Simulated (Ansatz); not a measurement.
**GeH4 (SMILES [H][Ge]([H])([H])[H]): methods side by side**

GeH4 has 5 atoms, charge 0, and is taken as a singlet. As SMILES, `[H][Ge]([H])([H])[H]`. The shape comes from GFN2-xTB, which is rough for such elements, and wasn't checked as a minimum.

```xyz
5

Ge    0.0001    0.0004   -0.0002
H     0.0115   -0.0181    1.4819
H     1.3949    0.0100   -0.5035
H    -0.7076    1.2140   -0.4736
H    -0.6989   -1.2063   -0.5046
```

Each level gives the energy change with the Ge1–H4 bond stretched from 1.482 to 1.853 Å (eV). The values are calculated.

| level | kind | program | value (eV) | CPU time (all runs) |
| --- | --- | --- | --- | --- |
| SVWN5/STO-3G (restricted) | LDA | Ansatz | 1.29 | 0.99 s |
| BLYP/STO-3G (restricted) | GGA | Ansatz | 1.20 | 1.5 s |
| r2SCAN/STO-3G (restricted) | meta-GGA | Ansatz | 1.27 | 3.2 s |
| PBE0/STO-3G (restricted) | global hybrid | Ansatz | 1.26 | 1.5 s |
| CAM-B3LYP/STO-3G (restricted) | range-separated hybrid | Ansatz | 1.33 | 1.8 s |
| wB97M-V/STO-3G (restricted) | range-separated hybrid | Ansatz | 1.32 | 15 s |
| wB97X/STO-3G (restricted) | range-separated hybrid | Ansatz | 1.31 | 6.7 s |
| RPA@PBE/STO-3G (restricted) | RPA | Ansatz | 1.00 | 2.9 s |
| MP2/STO-3G (restricted) | perturbation theory | Ansatz | 1.19 | 0.24 s |
| CCSDTQ/STO-3G (restricted) | coupled cluster or CI | Ansatz | 1.04 | 12 s |

All-electron rows without a relativistic Hamiltonian named are non-relativistic. The first shape isn't each level's own minimum. The values span 1.00 to 1.33 eV. All rows use very small basis sets, so even the best lies far from the true value. In the correlated wave-function rows the outer d shell of Ge is correlated, in sets not made for it. CPU times are rough (shared hosts, several kinds of processor): they show what a rung costs within a factor of a few.
